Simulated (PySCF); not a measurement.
The second ionisation energy along the second row

Calculated with PySCF 2.14 from differences of total energies of unrestricted determinants, without spin-orbit coupling. Values in eV. The last column holds reference values (NIST; (s) semi-empirical, (t) theoretical, else measured). Unmarked ones compare directly (S terms, centres of terms, or small fine structure); those marked * lie between the lowest fine-structure levels and include a spin-orbit shift.

```json
{"element": "Li (Sapporo-DZP-2012, spin-free X2C)", "configurations": "1s2 → 1s1", "UHF": "74.468", "MP2 (valence)": "75.320", "SCS-MP2 (valence)": "75.490", "CCSD (valence)": "75.452", "CCSD(T) (valence)": "75.452", "reference": "75.640 (t)"}
{"element": "Be (Sapporo-DZP-2012, spin-free X2C)", "configurations": "[He] 2s1 → 1s2", "UHF": "18.082", "MP2 (valence)": "n/a", "SCS-MP2 (valence)": "n/a", "CCSD (valence)": "n/a", "CCSD(T) (valence)": "n/a", "reference": "18.211"}
{"element": "B (Sapporo-DZP-2012, spin-free X2C)", "configurations": "[He] 2s2 → [He] 2s1", "UHF": "23.441", "MP2 (valence)": "24.349", "SCS-MP2 (valence)": "24.530", "CCSD (valence)": "25.054", "CCSD(T) (valence)": "25.054", "reference": "25.155"}
{"element": "C (Sapporo-DZP-2012, spin-free X2C)", "configurations": "[He] 2s2 2p1 → [He] 2s2", "UHF": "24.103", "MP2 (valence)": "24.190", "SCS-MP2 (valence)": "24.141", "CCSD (valence)": "24.024", "CCSD(T) (valence)": "24.044", "reference": "24.378"}
{"element": "N (Sapporo-DZP-2012, spin-free X2C)", "configurations": "[He] 2s2 2p2 → [He] 2s2 2p1", "UHF": "29.171", "MP2 (valence)": "29.450", "SCS-MP2 (valence)": "29.337", "CCSD (valence)": "29.285", "CCSD(T) (valence)": "29.292", "reference": "29.601 (s) *"}
{"element": "F (Sapporo-DZP-2012, spin-free X2C)", "configurations": "[He] 2s2 2p4 → [He] 2s2 2p3", "UHF": "33.371", "MP2 (valence)": "34.262", "SCS-MP2 (valence)": "34.257", "CCSD (valence)": "34.253", "CCSD(T) (valence)": "34.265", "reference": "34.950"}
{"element": "Ne (Sapporo-DZP-2012, spin-free X2C)", "configurations": "[He] 2s2 2p5 → [He] 2s2 2p4", "UHF": "39.368", "MP2 (valence)": "40.560", "SCS-MP2 (valence)": "40.496", "CCSD (valence)": "40.480", "CCSD(T) (valence)": "40.491", "reference": "40.963 *"}
```

| method | elements | mean error (eV) | mean absolute error (eV) | largest error (eV) |
| --- | --- | --- | --- | --- |
| UHF | 4 | -0.924 | 0.924 | -1.713 |
| MP2 (valence) | 3 | -0.561 | 0.561 | -0.806 |
| SCS-MP2 (valence) | 3 | -0.518 | 0.518 | -0.693 |
| CCSD (valence) | 3 | -0.384 | 0.384 | -0.697 |
| CCSD(T) (valence) | 3 | -0.373 | 0.373 | -0.685 |

Errors include the incompleteness of the basis and the frozen core.

"Valence" correlates the outer s and p shells and, in groups 3 to 12 and the f block, the outer d or f shell, open or full, or the next shell where the ion has no valence electron left; the wider scheme adds the next inner shell.
